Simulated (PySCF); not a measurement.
**KC: from constants to spectrum**

UHF-CCSD(T) constants of KC, ⁴Σ⁻ (quartet), unpaired electrons σ ↑, π ↑↑ (PySCF, no relativity, basis sets K 6-311G(d,p), C 6-311G(d,p); masses 38.9637 and 12.0000 u):

| Item | Value |
| --- | --- |
| ωe | 372.4 cm⁻¹ |
| ωexe | 2.33 cm⁻¹ |
| Be | 0.2845 cm⁻¹ |
| αe | 0.00246 cm⁻¹ |
| D (centrifugal) | 6.64e-07 cm⁻¹ |
| De to K + C | 1.65 eV |

Problem. Give the vibrational terms G(v) and spacings up to v = 6.

Solution. G(v) = ωe(v+½) − ωexe(v+½)².

| v | G(v) (cm⁻¹) | G(v) − G(v−1) | Bv (cm⁻¹) |
| --- | --- | --- | --- |
| 0 | 185.6 |  | 0.2833 |
| 1 | 553.4 | 367.7 | 0.2808 |
| 2 | 916.4 | 363.1 | 0.2783 |
| 3 | 1274.9 | 358.4 | 0.2759 |
| 4 | 1628.6 | 353.8 | 0.2734 |
| 5 | 1977.7 | 349.1 | 0.2710 |
| 6 | 2322.2 | 344.4 | 0.2685 |

Problem. How well does the Morse estimate ωe²/(4ωexe) reproduce De, and what is D0?

Solution. It gives 1.84 eV, 112 % of the computed De. D0 = De − G(0) = 1.65 − 0.02 = 1.63 eV.

Correlated steps freeze 6 core orbitals. The state was picked by a PBE0 search and need not be the measured ground state.
